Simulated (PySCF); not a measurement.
**[Ce(NH2)2]2+: from a saddle point downhill**

PySCF 2.14.0, RKS PBE0, Ce lcecp-2-SVP with ECP46, N def2-SVP, H def2-SVP; non-relativistic Hamiltonian with scalar-relativistic core potentials where named; density fitting; no spin-orbit coupling. Relaxed within the symmetry of its start, the geometry (C2v) is

```xyz
7

Ce    0.0000    0.0000   -0.2407
N     1.6323    0.0000    0.9923
H     2.0505   -0.8253    1.4583
H     2.0505    0.8253    1.4583
N    -1.6323    0.0000    0.9923
H    -2.0505    0.8253    1.4583
H    -2.0505   -0.8253    1.4583
```

and its lowest harmonic modes are -681, -580, 213, 410, 444, 609 cm⁻¹ (negative: unstable). It was moved along the lowest mode and relaxed again, within the group Cs that the move left.

Task: Where does it end, and how much lower?

Result: In C2v, 0.990 eV lower, after 15 steps:
```xyz
7

Ce    0.0000   -0.7648    0.0347
N     1.6113   -0.0318    1.0427
H     2.6191   -0.1724    0.8523
H     1.5550    0.5797    1.8762
N    -1.6113   -0.0318    1.0427
H    -1.5550    0.5797    1.8762
H    -2.6191   -0.1724    0.8523
```

Task: How do the contacts change?

Result: 
| contact | saddle (Å) | end (Å) |
| --- | --- | --- |
| Ce1–N2 (NH2) | 2.046 | 2.037 |
| Ce1–N5 (NH2) | 2.046 | 2.037 |


Task: Is the end a minimum?

Result: Yes; lowest modes 157, 279, 321, 464, 525, 692 cm⁻¹.

State: singlet in the valence, with the 4f electrons in the core potential.
